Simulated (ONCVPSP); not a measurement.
Configuration tests for Ga (Z = 31) (ONCV)

- Element: Ga (Z = 31)
- Generator: ONCVPSP 4.0.1
- Type: optimised norm-conserving Vanderbilt (ONCV)
- Functional: PBE
- Relativity: non-relativistic
- Frozen core: [Ne]
- Valence charge: 21
- Reference configuration: 3s2 3p6 3d10 4s2 4p0.5 (charge +0.5)
- Partial waves: 3s+4s: rc 1.20 bohr, ncon 4, nbas 7, qcut 12.9 1/bohr, 3 projectors, debl 2.4 Ha; 3p+4p: rc 1.20 bohr, ncon 4, nbas 8, qcut 8.9 1/bohr, 2 projectors; 3d: rc 0.95 bohr, ncon 4, nbas 9, qcut 13.4 1/bohr, 2 projectors, debl 2.8 Ha
- Local potential: polynomial inside 0.80 bohr (lpopt 5, dvloc0 0 Ha)
- Core correction: Teter function, fcfact 4.5, rcfact 1.5

Energies are relative to the spin-unpolarised reference configuration 3s2 3p6 3d10 4s2 4p0.5; without spin polarisation the order of configurations can differ from experiment.

Give the all-electron excitation energy and the error of the potential for: 3s2 3p6 3d10 4s2 4p1; 3s2 3p6 3d10 4s2 4p0; 3s2 3p6 3d10 4s1 4p0; 3s2 3p6 3d10 4s0 4p0.

```csv
valence configuration,charge,ΔE all-electron (eV),error AE − PS (meV)
3s2 3p6 3d10 4s2 4p1,0,-2.049,0.0
3s2 3p6 3d10 4s2 4p0,+1,3.673,0.0
3s2 3p6 3d10 4s1 4p0,+2,24.436,+0.4
3s2 3p6 3d10 4s0 4p0,+3,55.188,+1.1
```
